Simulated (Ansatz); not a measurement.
Nudged elastic band run: CH2BClF2

The input (input.yaml):

```yaml
crystal:
  periodic: [false, false, false]
  atoms:
    - { symbol: F, position_ang: [-0.885732, -1.694928, 0.380562] }
    - { symbol: B, position_ang: [0.103775, -0.89256, -0.000689] }
    - { symbol: F, position_ang: [1.155394, -1.457209, -0.586825] }
    - { symbol: C, position_ang: [0.021008, 0.668443, 0.208318] }
    - { symbol: Cl, position_ang: [-0.775544, 1.226565, -1.331209] }
    - { symbol: H, position_ang: [1.004151, 1.169744, 0.278346] }
    - { symbol: H, position_ang: [-0.62306, 0.979946, 1.051486] }
basis:
  gaussian: { orbitals: def2-SVP }
hamiltonian:
  xc: pbe
  dispersion: d4
neb:
  order_check: false
  images: 7
  f_tol: 0.05
  max_iterations: 60
  initial_path: idpp
  spring: 20.0
  final_atoms:
    - { symbol: F, position_ang: [-0.74554332, -1.66609227, -0.68819963] }
    - { symbol: B, position_ang: [0.09807713, -0.91209173, -0.00069798] }
    - { symbol: F, position_ang: [1.07025755, -1.53178975, 0.66892079] }
    - { symbol: C, position_ang: [0.01774002, 0.66083671, 0.06660843] }
    - { symbol: Cl, position_ang: [-1.33550161, 1.36943015, -0.87307323] }
    - { symbol: H, position_ang: [0.97188479, 1.09665172, -0.29905622] }
    - { symbol: H, position_ang: [-0.07692256, 0.98305617, 1.12548684] }
```

Launched with:

```bash
$ ansatz run input.yaml --threads 1 --pin off --max-ram 2048MiB --backend cpu --events-out ev --progress --plain --runs-dir out
```

Output, in part (warnings, iteration lines, the closing report on the highest movable image, with atoms numbered from 0):

```
NEB end point (image 0): max|allowed force component| = 4.129e-3 eV/Å (the criterion of neb.relax_end_points is 1.000e-2)
NEB end point (image 8): max|allowed force component| = 1.696e-2 eV/Å (the criterion of neb.relax_end_points is 1.000e-2)
NEB iter   1: max|band force component| = 7.638e-1 eV/Å  barrier→ = 0.0876 eV  barrier← = 0.0901 eV  Δτ_max = 0.0374 Å  (231 SCF iters)
NEB iter   2: max|band force component| = 5.265e-1 eV/Å  barrier→ = 0.0345 eV  barrier← = 0.0369 eV  Δτ_max = 0.1153 Å  (192 SCF iters)
NEB iter   3: max|band force component| = 1.808e0 eV/Å  barrier→ = 0.1412 eV  barrier← = 0.1437 eV  Δτ_max = 0.0588 Å  (206 SCF iters)
NEB iter   4: max|band force component| = 7.513e-1 eV/Å  barrier→ = 0.0351 eV  barrier← = 0.0375 eV  Δτ_max = 0.0461 Å  (190 SCF iters)
NEB iter   5: max|band force component| = 5.812e-2 eV/Å  barrier→ = 0.0196 eV  barrier← = 0.0220 eV  CI = image 3  Δτ_max = 0.0121 Å  (192 SCF iters)
NEB iter   6: max|band force component| = 3.313e-2 eV/Å  barrier→ = 0.0198 eV  barrier← = 0.0222 eV  CI = image 3  Δτ_max = 0.0000 Å  (378 SCF iters)
Total energy: -19683.54018783 eV, -723.3567599200 hartree
Atom 0 at    -0.953010    -1.674696     0.056742 Å, force     0.003206     0.002284     0.005418 eV/Å
Atom 1 at     0.122963    -0.901516    -0.013322 Å, force     0.025125    -0.022772    -0.005342 eV/Å
Atom 2 at     1.294950    -1.506126    -0.196273 Å, force    -0.025814     0.009409    -0.002369 eV/Å
Atom 3 at     0.028473     0.667457     0.136458 Å, force     0.002251     0.011154     0.009930 eV/Å
Atom 4 at    -1.141351     1.287968    -1.095758 Å, force    -0.000884     0.000892    -0.005256 eV/Å
Atom 5 at     0.999742     1.171080    -0.026109 Å, force     0.000027     0.000495     0.002594 eV/Å
Atom 6 at    -0.351776     0.955833     1.138251 Å, force    -0.003911    -0.001464    -0.004976 eV/Å
Dipole moment:     0.186003     0.158124     0.254995 e Å
```

It converged. Another band between the same ends (7 images) ends at a top of the same energy, where a vibrational analysis finds 1 clearly imaginary mode.

Final band (atoms are numbered from 1 in the order of the input):

```json
{"image": "0", "path coordinate (Å)": "0.00", "energy (eV)": "0.000", "dihedral F3–B2–C4–H7 (°)": "-154"}
{"image": "1", "path coordinate (Å)": "0.27", "energy (eV)": "0.005", "dihedral F3–B2–C4–H7 (°)": "-142"}
{"image": "2", "path coordinate (Å)": "0.53", "energy (eV)": "0.014", "dihedral F3–B2–C4–H7 (°)": "-129"}
{"image": "3", "path coordinate (Å)": "0.80", "energy (eV)": "0.020", "dihedral F3–B2–C4–H7 (°)": "-116"}
{"image": "4", "path coordinate (Å)": "1.05", "energy (eV)": "0.019", "dihedral F3–B2–C4–H7 (°)": "-104"}
{"image": "5", "path coordinate (Å)": "1.30", "energy (eV)": "0.013", "dihedral F3–B2–C4–H7 (°)": "-92"}
{"image": "6", "path coordinate (Å)": "1.56", "energy (eV)": "0.006", "dihedral F3–B2–C4–H7 (°)": "-80"}
{"image": "7", "path coordinate (Å)": "1.81", "energy (eV)": "0.000", "dihedral F3–B2–C4–H7 (°)": "-69"}
{"image": "8", "path coordinate (Å)": "2.07", "energy (eV)": "-0.002", "dihedral F3–B2–C4–H7 (°)": "-58"}
```

The run took 100 s on 1 thread of Arm Neoverse V1, on a shared host, peak memory 0.11 GiB.
